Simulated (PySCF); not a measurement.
Electron correlation in P⁺ (phosphorus, charge +1)

[Ne] 3s1 3p3, 3s spin antiparallel (an excited configuration). All numbers are calculated (PySCF 2.14, the spin-free X2C one-electron Hamiltonian (Gaussian nucleus), in x2c-QZVPPall). Frozen: [Ne]; 4 electrons correlated.

MP2 pair energies summed by pair of shells (mhartree):

| pair | energy | share (%) |
| --- | --- | --- |
| 3s-3p | -109.45 | 83.7 |
| 3p-3p | -21.30 | 16.3 |

Total MP2 correlation energy: -130.75 mhartree.

Same-spin part -21.30 and opposite-spin part -109.45 mhartree; SCS-MP2 scales them by 1/3 and 6/5 to -138.44 mhartree.
